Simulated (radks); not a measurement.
Results of a calculation; reference values are marked as such.
Task: Neutral palladium, [Kr] 4d10. Level of theory: non-relativistic Kohn-Sham, exchange-only PBE, spin-polarised, spherical densities, point nucleus (a radial shooting solver on a logarithmic mesh with Libxc functionals). Every spin shell is full or empty, so the densities are truly spherical. Functionals are evaluated on that one density, not self-consistently. Rank these orbital-free kinetic functionals by their error against the exact value of the orbitals, and give that value: Thomas-Fermi, von Weizsacker, TF + vW/9, TF + vW/5, LC94, APBEK, Perdew 92, Thakkar, PG1, DePristo-Kress, Ernzerhof.

Result: Exact: 4937.38 hartree. From best to worst, with 100 (|E| - |E exact|)/|E exact| (equal figures are ties): LC94 +0.07, DePristo-Kress -0.08, APBEK +0.13, Ernzerhof -0.39, Thakkar -0.54, Perdew 92 -0.67, TF + vW/9 -0.68, TF + vW/5 +3.11, Thomas-Fermi -5.43, PG1 +15.58, von Weizsacker -57.29.
